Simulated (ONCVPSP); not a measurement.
An all-electron radial function and its pseudo partner (H)

Columns: radius, all-electron u(r) and pseudo u(r) of the 1s shell (level -6.55 eV) of hydrogen in the configuration 1s1; PW91, scalar-relativistic, ONCV scheme, ONCVPSP 4.0.1.

```
r (bohr)  all-electron  pseudo
   0.040        0.0740  0.0630
   0.080        0.1420  0.1256
   0.120        0.2045  0.1868
   0.160        0.2617  0.2457
   0.200        0.3140  0.3012
   0.240        0.3618  0.3526
   0.280        0.4051  0.4000
   0.320        0.4445  0.4435
   0.360        0.4801  0.4831
   0.400        0.5121  0.5182
   0.440        0.5410  0.5486
   0.480        0.5667  0.5741
   0.520        0.5896  0.5954
   0.560        0.6099  0.6135
   0.600        0.6277  0.6295
   0.640        0.6432  0.6439
   0.680        0.6567  0.6568
   0.720        0.6681  0.6681
   0.760        0.6777  0.6777
   0.800        0.6857  0.6857
   0.840        0.6921  0.6920
   0.880        0.6970  0.6970
   0.920        0.7006  0.7006
   0.960        0.7029  0.7029
   1.000        0.7041  0.7041
   1.040        0.7043  0.7043
```

(1) How many radial nodes do the two functions have?

(2) At about which radius was the pseudo-wave matched?

(3) Is the pseudo-wave norm-conserving?

Results:

(1) The all-electron 1s function has n − l − 1 = 0; the pseudo-wave has 0.

(2) 0.80 bohr. The columns agree to 0.0005 from 0.68 bohr on; several derivatives are matched, so the curves merge somewhat inside the radius.

(3) Yes: the ONCV scheme keeps the norm inside the radius equal to the all-electron one, which fixes the energy derivative of the logarithmic derivative at the level.
